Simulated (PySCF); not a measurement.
Compound: C5H7ClSSi.
Atom-mapped SMILES: `[CH:1]#[C:2]/[CH:3]=[C:4](\[Cl:5])[SiH2:6][S:7][CH3:8]` (hydrogens: H9 on C1; H10 on C3; H11, H12 on Si6; H13, H14, H15 on C8)

Level of theory: TDDFT PBE0/def2-SVPD, vertical, gas phase, core orbitals frozen in the response (PySCF). The structure is a single GFN2-xTB conformer in the gas phase; no vibrational or solvent corrections. Torsions of this conformer, `[CH:1]#[C:2]/[CH:3]=[C:4](\[Cl:5])[SiH2:6][S:7][CH3:8]`: C3–C4–Si6–S7 0°, C4–Si6–S7–C8 178°.

Computed states:

| state | E (eV) | f |
| --- | --- | --- |
| S1 | 4.48 | 0.0034 |
| S2 | 4.99 | 0.0000 |
| S3 | 5.12 | 0.372 |
| S4 | 5.36 | 0.0024 |
| S5 | 5.71 | 0.0000 |
| S6 | 5.90 | 0.0040 |
| S7 | 5.94 | 0.0024 |
| S8 | 6.18 | 0.0049 |

Broadening: Gaussians 0.5 eV wide at half height, area fixed by f = 4.319×10⁻⁹ ∫ε dν̃. The width is an assumption, not a result. The curve ends short of the highest state used, and states not computed would add to its high-energy end.

Problem. Give the broadened spectrum and its maxima.

Solution. 
| λ (nm) | ε (L mol⁻¹ cm⁻¹) |
| --- | --- |
| 222.0 | 1998 |
| 224.0 | 3119 |
| 226.1 | 4762 |
| 228.1 | 6771 |
| 230.1 | 9140 |
| 232.1 | 11722 |
| 234.1 | 14305 |
| 236.1 | 16645 |
| 238.1 | 18505 |
| 240.1 | 19697 |
| 242.2 | 20114 |
| 244.2 | 19706 |
| 246.2 | 18596 |
| 248.2 | 16933 |
| 250.2 | 14905 |
| 252.2 | 12705 |
| 254.2 | 10506 |
| 256.2 | 8443 |
| 258.3 | 6523 |
| 260.3 | 4977 |
| 262.3 | 3717 |
| 264.3 | 2727 |
| 266.3 | 1974 |
| 268.3 | 1420 |
| 270.3 | 1021 |
| 272.3 | 742 |
| 274.4 | 543 |
| 276.4 | 414 |
| 278.4 | 327 |
| 280.4 | 266 |
| 282.4 | 223 |
| 284.4 | 189 |
| 286.4 | 163 |
| 288.5 | 139 |
| 290.5 | 119 |
| 292.5 | 101 |
| 294.5 | 85 |
| 296.5 | 71 |
| 298.5 | 58 |
| 300.5 | 47 |
| 302.5 | 38 |
| 304.6 | 29 |
| 306.6 | 23 |
| 308.6 | 18 |
| 310.6 | 13 |
| 312.6 | 10 |
| 314.6 | 8 |
| 316.6 | 6 |
| 318.6 | 4 |
| 320.7 | 3 |
| 322.7 | 2 |
| 324.7 | 1 |
| 326.7 | 1 |
| 328.7 | 1 |
| 330.7 | 1 |
| 332.7 | 0 |

Maxima: 242 nm (5.12 eV), ε about 20000, made up of S3 (100%) (ε in L mol⁻¹ cm⁻¹; maxima over ε = 5, shares over 10%).

Problem. What would ε be at 5.12 eV, the highest of these maxima, with half the width (0.25 eV)?

Solution. About 40100 L mol⁻¹ cm⁻¹ against 20100, a factor of about 1.99; a lone state at its own centre would give exactly 2.

Problem. Does any computed singlet lie in the visible range?

Solution. No computed singlet lies in the visible range (380 to 750 nm); the lowest, at 277 nm, stands 1.21 eV above its violet end (3.26 eV); a Tamm–Dancoff triplet lies at 402 nm, without intensity as long as spin–orbit coupling is left out.

Problem. Coming from long wavelengths, where does ε first pass 100 L mol⁻¹ cm⁻¹?

Solution. At about 293 nm (4.24 eV), 0.24 eV below S1.

Time: 57 s of wall time (grids of density and orbitals included); peak memory 0.95 GiB. Hardware: one thread, Arm Neoverse V2 (aarch64), on a shared host.
